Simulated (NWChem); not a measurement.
The numbers come from NWChem runs, not from measurements. System: CHF, charge 0, spin multiplicity 1, at a geometry optimised with B3LYP/def2-SVP. The structure started from a generated list of species. Level: CIS/aug-cc-pVDZ.

Input file:

```
start mol
memory heap 200 mb stack 900 mb global 1100 mb
geometry units angstroms nocenter noautoz
  C      0.560614    -0.452685     0.000000
  F     -0.526559     0.264219     0.000000
  H      1.375343     0.338134     0.000000
  symmetry group Cs
end
basis spherical
  * library aug-cc-pvdz
end
dft
  xc hfexch
  semidirect memsize 60000000 filesize 0
  iterations 100
end
tddft
  cis
  nroots 8
  notriplet
  thresh 1e-4
end
task tddft energy
```

NWChem printed:

```
             Northwest Computational Chemistry Package (NWChem) 7.3.0
             --------------------------------------------------------

                                NWChem Input Module
                                -------------------

 Scaling coordinates for geometry "geometry" by  1.889725989
 (inverse scale =  0.529177249)

 Turning off AUTOSYM since
 SYMMETRY directive was detected!

                             Geometry "geometry" -> ""
                             -------------------------

 Output coordinates in angstroms (scale by  1.889725989 to convert to a.u.)

  No.       Tag          Charge          X              Y              Z
 ---- ---------------- ---------- -------------- -------------- --------------
    1 C                    6.0000     0.56061400    -0.45268500     0.00000000
    2 F                    9.0000    -0.52655900     0.26421900     0.00000000
    3 H                    1.0000     1.37534300     0.33813400     0.00000000

 Effective nuclear repulsion energy (a.u.)      27.2415741339

            Nuclear Dipole moment (a.u.)
            ----------------------------
        X                 Y               Z
 ---------------- ---------------- ----------------
    -0.0000075589    -0.0000094486     0.0000000000

      Symmetry information
      --------------------

 Group name             Cs
 Group number              2
 Group order               2
 No. of unique centers     3

      Symmetry unique atoms

     1    2    3


 Summary of "ao basis" -> "" (spherical)
 ------------------------------------------------------------------------------
       Tag                 Description            Shells   Functions and Types
 ---------------- ------------------------------  ------  ---------------------
 *                        aug-cc-pvdz                 on all atoms

  xc_inp: hfexch multiplicative factor not found.

                                 NWChem DFT Module
                                 -----------------

 Summary of "ao basis" -> "ao basis" (spherical)
 ------------------------------------------------------------------------------
       Tag                 Description            Shells   Functions and Types
 ---------------- ------------------------------  ------  ---------------------
 C                        aug-cc-pvdz                9       23   4s3p2d
 F                        aug-cc-pvdz                9       23   4s3p2d
 H                        aug-cc-pvdz                5        9   3s2p

 Summary of "ao basis" -> "ao basis" (spherical)
 ------------------------------------------------------------------------------
       Tag                 Description            Shells   Functions and Types
 ---------------- ------------------------------  ------  ---------------------
 C                        aug-cc-pvdz                9       23   4s3p2d
 F                        aug-cc-pvdz                9       23   4s3p2d
 H                        aug-cc-pvdz                5        9   3s2p

      Symmetry analysis of basis
      --------------------------

        a'         39
        a"         16

            General Information
            -------------------
          SCF calculation type: DFT
          Wavefunction type:  closed shell.
          No. of atoms     :     3
          No. of electrons :    16
           Alpha electrons :     8
            Beta electrons :     8
          Charge           :     0
          Spin multiplicity:     1
          Use of symmetry is: off; symmetry adaption is: on
[...]
     Occ.    8  a'  ---  Virt.   17  a"      -0.08141
     Occ.    8  a'  ---  Virt.   20  a"      -0.06854
     Occ.    8  a'  ---  Virt.   24  a"       0.08942
     Occ.    8  a'  ---  Virt.   29  a"      -0.08834
  ----------------------------------------------------------------------------
  Root   5 singlet a'             0.344163323 a.u.                9.3652 eV
  ----------------------------------------------------------------------------
     Transition Moments    X -0.16141   Y  0.45441   Z -0.00000
     Transition Moments   XX -0.84300  XY -0.15023  XZ -0.00000
     Transition Moments   YY -3.03894  YZ  0.00000  ZZ -0.94147
     Dipole Oscillator Strength                    0.0533547670
     Electric Quadrupole                           0.0000003389
     Magnetic Dipole                               0.0000000205
     Total Oscillator Strength                     0.0533551264

          sigma_e =   2.9592 Angstrom
          sigma_h =   1.1284 Angstrom
         |d_h->e| =   0.9985 Angstrom
            d_exc =   3.3000 Angstrom
            d_CD1 =   2.8293 Angstrom
            d_CD2 =  -1.0453 Angstrom
            d_CD3 =   4.2986 Angstrom
     Pearson C.C. =   0.0205

     Occ.    8  a'  ---  Virt.   11  a'       0.06155
     Occ.    8  a'  ---  Virt.   12  a'       0.97913
     Occ.    8  a'  ---  Virt.   14  a'      -0.08027
     Occ.    8  a'  ---  Virt.   16  a'      -0.06249
     Occ.    8  a'  ---  Virt.   18  a'       0.09124
     Occ.    8  a'  ---  Virt.   22  a'      -0.05382
  ----------------------------------------------------------------------------
  Root   6 singlet a"             0.367398231 a.u.                9.9974 eV
  ----------------------------------------------------------------------------
     Transition Moments    X -0.00000   Y -0.00000   Z -0.51695
     Transition Moments   XX  0.00000  XY -0.00000  XZ -1.27492
     Transition Moments   YY -0.00000  YZ  0.58692  ZZ -0.00000
     Dipole Oscillator Strength                    0.0654544502
     Electric Quadrupole                           0.0000005202
     Magnetic Dipole                               0.0000053935
     Total Oscillator Strength                     0.0654603639

          sigma_e =   1.1852 Angstrom
          sigma_h =   1.1732 Angstrom
         |d_h->e| =   0.3483 Angstrom
            d_exc =   1.6910 Angstrom
            d_CD1 =   0.3603 Angstrom
            d_CD2 =  -0.8309 Angstrom
            d_CD3 =   2.0393 Angstrom
     Pearson C.C. =   0.0155

     Occ.    4  a'  ---  Virt.   10  a"      -0.05217
     Occ.    5  a'  ---  Virt.   10  a"       0.05745
     Occ.    7  a'  ---  Virt.   10  a"      -0.84259
     Occ.    7  a'  ---  Virt.   13  a"       0.49871
     Occ.    7  a'  ---  Virt.   17  a"      -0.05641
     Occ.    7  a'  ---  Virt.   20  a"       0.05638
     Occ.    7  a'  ---  Virt.   24  a"      -0.08897
     Occ.    7  a'  ---  Virt.   29  a"       0.06767
  ----------------------------------------------------------------------------
  Root   7 singlet a'             0.398353043 a.u.               10.8397 eV
  ----------------------------------------------------------------------------
     Transition Moments    X -0.16018   Y -0.34089   Z -0.00000
     Transition Moments   XX -0.33072  XY -0.55227  XZ -0.00000
     Transition Moments   YY  0.68742  YZ  0.00000  ZZ  0.48983
     Dipole Oscillator Strength                    0.0376735515
     Electric Quadrupole                           0.0000002008
     Magnetic Dipole                               0.0000008493
     Total Oscillator Strength                     0.0376746016

          sigma_e =   3.6851 Angstrom
          sigma_h =   1.1350 Angstrom
         |d_h->e| =   1.7529 Angstrom
            d_exc =   4.2304 Angstrom
            d_CD1 =   4.3031 Angstrom
            d_CD2 =  -0.6571 Angstrom
            d_CD3 =   5.9834 Angstrom
     Pearson C.C. =   0.0053

     Occ.    8  a'  ---  Virt.    9  a'      -0.43094
     Occ.    8  a'  ---  Virt.   12  a'       0.07072
     Occ.    8  a'  ---  Virt.   14  a'       0.83302
     Occ.    8  a'  ---  Virt.   15  a'       0.23768
     Occ.    8  a'  ---  Virt.   16  a'       0.08277
     Occ.    8  a'  ---  Virt.   18  a'       0.12567
     Occ.    8  a'  ---  Virt.   19  a'       0.07388
     Occ.    8  a'  ---  Virt.   21  a'      -0.07744
     Occ.    8  a'  ---  Virt.   23  a'       0.08081
     Occ.    8  a'  ---  Virt.   25  a'       0.09243
  ----------------------------------------------------------------------------
  Root   8 singlet a'             0.434894152 a.u.               11.8341 eV
  ----------------------------------------------------------------------------
     Transition Moments    X -0.37402   Y -0.33206   Z -0.00000
     Transition Moments   XX -1.00778  XY  0.25167  XZ -0.00000
     Transition Moments   YY  0.18264  YZ  0.00000  ZZ  0.09032
     Dipole Oscillator Strength                    0.0725270701
     Electric Quadrupole                           0.0000002198
     Magnetic Dipole                               0.0000035205
     Total Oscillator Strength                     0.0725308105

          sigma_e =   2.7218 Angstrom
          sigma_h =   1.1681 Angstrom
         |d_h->e| =   0.4766 Angstrom
            d_exc =   2.9787 Angstrom
            d_CD1 =   2.0303 Angstrom
            d_CD2 =  -1.4684 Angstrom
            d_CD3 =   3.4552 Angstrom
     Pearson C.C. =   0.0200

     Occ.    6  a"  ---  Virt.   10  a"      -0.15424
     Occ.    6  a"  ---  Virt.   13  a"       0.07881
     Occ.    8  a'  ---  Virt.   11  a'       0.35282
     Occ.    8  a'  ---  Virt.   12  a'      -0.06094
     Occ.    8  a'  ---  Virt.   14  a'      -0.21773
     Occ.    8  a'  ---  Virt.   15  a'       0.50524
     Occ.    8  a'  ---  Virt.   16  a'      -0.20130
     Occ.    8  a'  ---  Virt.   18  a'       0.18807
     Occ.    8  a'  ---  Virt.   19  a'       0.58545
     Occ.    8  a'  ---  Virt.   21  a'      -0.09219
     Occ.    8  a'  ---  Virt.   22  a'      -0.17077
     Occ.    8  a'  ---  Virt.   23  a'      -0.20341
     Occ.    8  a'  ---  Virt.   25  a'       0.10071
     Occ.    8  a'  ---  Virt.   28  a'      -0.11855

              Target root =      1
          Target symmetry = none
      Ground state energy =   -137.775473918971
        Excitation energy =      0.094723763194
     Excited state energy =   -137.680750155777

  stored tddft:energy   -137.68075015577659

 Task  times  cpu:       13.4s     wall:       13.4s

 Total times  cpu:       13.4s     wall:       13.4s
```
